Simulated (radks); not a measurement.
Isoelectronic series with 8 electrons, all held in the configuration [He] 2s2 2p4, which need not be the ground one along the series. Method: non-relativistic Kohn-Sham, PBEsol, spin-polarised, spherical densities, point nucleus; open shells are filled with parallel spins first; computed with a radial shooting solver on a logarithmic mesh with Libxc functionals. Total energies (hartree) and screening constants sigma, defined by e = -(Z - sigma)^2 / (2 n^2) hartree:

| ion | E (hartree) | 2p down | 2p up |
|---|---|---|---|
| O | -74.74918 | 6.555 | 6.269 |
| F+ | -98.71760 | 6.243 | 6.038 |
| Ne2+ | -126.20458 | 6.096 | 5.916 |
| Mg4+ | -191.70692 | 5.944 | 5.784 |
| Al5+ | -229.71639 | 5.898 | 5.743 |
| Si6+ | -271.22934 | 5.862 | 5.712 |
| P7+ | -316.24492 | 5.834 | 5.686 |
| S8+ | -364.76253 | 5.811 | 5.665 |
| Cl9+ | -416.78172 | 5.792 | 5.648 |
| Ar10+ | -472.30218 | 5.775 | 5.633 |
| K11+ | -531.32369 | 5.761 | 5.620 |
| Ca12+ | -593.84606 | 5.749 | 5.609 |
| Sc13+ | -659.86914 | 5.738 | 5.599 |
| Ti14+ | -729.39282 | 5.729 | 5.590 |
| V15+ | -802.41702 | 5.720 | 5.583 |
| Cr16+ | -878.94166 | 5.713 | 5.576 |
| Mn17+ | -958.96669 | 5.706 | 5.569 |
| Fe18+ | -1042.49204 | 5.700 | 5.564 |
